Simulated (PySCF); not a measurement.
## Excitation energy of P by level of theory

P [Ne] 3s2 3p3 (4S) → P [Ne] 3s1 3p3 3d1 (6D), as a difference of total energies. All numbers are calculated (PySCF 2.14, the non-relativistic Hamiltonian (point nucleus), in aug-cc-pV(D+d)Z (5s4p3d, 32 functions)). Correlated levels: valence: [Ne] frozen. The calculations carry no spin-orbit coupling.

```
           method  excitation energy (eV)
              UHF                  13.112
    MP2 (valence)                  14.479
SCS-MP2 (valence)                  14.720
   CCSD (valence)                  14.807
CCSD(T) (valence)                  14.849
  CCSDT (valence)                  14.860
```

Q: How much does correlation contribute at CCSD(T) (valence)?

A: 14.849 − (13.112) = 1.737 eV, measured against UHF.

The upper state lies above the first ionisation limit, but in LS coupling its spin forbids autoionisation to the ground ion.

The promoted electron is Rydberg-like, and one or two diffuse shells describe it only roughly, which tends to raise the upper state.
